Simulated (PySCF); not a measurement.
Compound: C4H12BN.
Structure used (PBE0-D3(BJ)/def2-SVP), in Å, numbered top down from 1:
```
atom  x, y, z in Å
C1    -1.0228   -0.0162    1.6032
C2    -0.7737   -0.0959    0.2849
C3    -1.9245   -0.1955   -0.6764
B4     0.6868   -0.0913   -0.3863
C5     1.0247    1.2278   -1.2601
N6     1.7787   -0.1408    0.8265
H7    -2.0429   -0.0226    2.0066
H8    -0.2353    0.0641    2.3645
H9    -2.9035   -0.2102   -0.1720
H10   -1.8353   -1.1056   -1.2927
H11   -1.9169    0.6505   -1.3837
H12    0.8907   -1.1373   -1.0080
H13    0.8866    2.1663   -0.6914
H14    2.0542    1.2306   -1.6625
H15    0.3588    1.2946   -2.1351
H16    1.6105   -0.9486    1.4278
H17    1.7105    0.6983    1.4063
H18    2.7271   -0.1983    0.4574
```

The closed-shell ground state was solved at several levels (PySCF, density fitting, gas phase, non-relativistic).

```tsv
level	basis functions	total energy (Eh)	HOMO (eV)	LUMO (eV)	gap (eV)	dipole (D)
wB97X-D/def2-SVPD	216	-239.0224	-8.28	1.40	9.68	4.41
B3LYP/pcJ-1	282	-239.2885	-6.18	-0.05	6.13	4.50
```

(1) Estimate the row for PBE0/pcSseg-1, a basis of 162 functions; the other rows only guide the guess.

(2) Over all these levels, which gives the widest orbital gap and which the narrowest?

(3) How far do the dipole and the HOMO energy spread over the levels?

## Answers

(1) Total energy -238.9260 Eh, HOMO -6.40 eV, LUMO 0.30 eV, gap 6.70 eV, dipole 4.52 D.

(2) wB97X-D/def2-SVPD (range-separated hybrid) has the widest, 9.68 eV, and B3LYP/pcJ-1 (global hybrid, 20 % exact exchange) the narrowest, 6.13 eV. Functional and basis both differ between the two, so the spread mixes both effects.

(3) The dipole runs from 4.41 to 4.52 D (mean 4.48 D) and the HOMO from -8.28 to -6.18 eV.

One conformer stands for the species.

Note: wB97X-D ran without an empirical dispersion term, which enters the total energy and its gradient alone.
